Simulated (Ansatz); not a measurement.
Isolated molecules relaxed with PBE0-D4/def2-TZVP in Ansatz; ΔE leaves out vibrations. CCSD(T)/CBS adds triple-zeta CCSD(T) − MP2 to the extrapolated MP2 energy (def2 sets, frozen cores). DFT in def2-TZVPP. B3LYP here is the variant with VWN-RPA as its local correlation; programs differ in this. Elements past krypton have def2 core potentials. For Br, In, Se outer-core shells are correlated without core-valence functions, which leaves a few kJ/mol of doubt a bond. Scalar relativity is left out up to krypton. Each species was taken in one conformer, which may not be the lowest.

Reaction (substitution at a C–C bond): `CC[Se]B(O)O` + `[OH][InH][Br]` → `C[O][InH][Br]` + `C[Se]B(O)O`

```
             level  ΔE (kJ/mol)  difference from CCSD(T)/CBS
            PBE-D4         53.3                         -5.9
          B3LYP-D4         50.3                         -8.9
           ωB97X-V         52.9                         -6.3
           ωB97M-V         55.8                         -3.4
            B2PLYP         53.0                         -6.2
            r2SCAN         53.4                         -5.8
              PBE0         54.6                         -4.6
SCS-MP2/def2-TZVPP         58.1                         -1.1
   CCSD/def2-TZVPP         56.3                         -2.9
CCSD(T)/def2-TZVPP         57.0                         -2.2
       CCSD(T)/CBS         59.2                            0
```

Largest T1 diagnostic among the species: 0.014.

In def2-TZVPP, CCSD(T) changes the Hartree–Fock value by +10.8 kJ/mol (the triples alone add +0.7 kJ/mol) and MP2 by +17.4 kJ/mol.
